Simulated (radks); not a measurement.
Values are calculated unless marked as measured or tabulated.
Question: The platinum ion Pt57+, 21 electrons, occupied as [Ar] 3d3. Level of theory: scalar-relativistic Kohn-Sham, BLYP, spin-polarised, spherical densities, finite nucleus; open shells are filled with parallel spins first (spin-orbit coupling, left out, can overturn this in heavy ions); Fermi nuclear charge, rms radius 5.427 fm (a radial shooting solver on a logarithmic mesh with Libxc functionals). Some entries of the table are withheld. Estimate them.

orbital,occ.,eigenvalue (eV),<1/r> (bohr^-1)
1s up,1,-82411.64,93.92
1s down,1,-82411.42,93.92
2s up,1,-17694.97,22.15
2s down,1,-17677.86,22.17
2p up,3,-15878.42,19.77
2p down,3,-15864.65,19.79
3s up,1,-6716.964,8.699
3s down,1,-6697.275,8.679
3p up,3,-6183.083,8.009
3p down,3,-6163.193,7.990
3d up,3,-5691.435,7.552
3d down,0,-5666.202,7.540
4s up,0,(1),4.447
4s down,0,(2),4.435
4p up,0,-3265.323,4.167
4p down,0,-3257.900,4.155

Answer: 
(1) 4s up eigenvalue (eV): -3476.173
(2) 4s down eigenvalue (eV): -3468.560
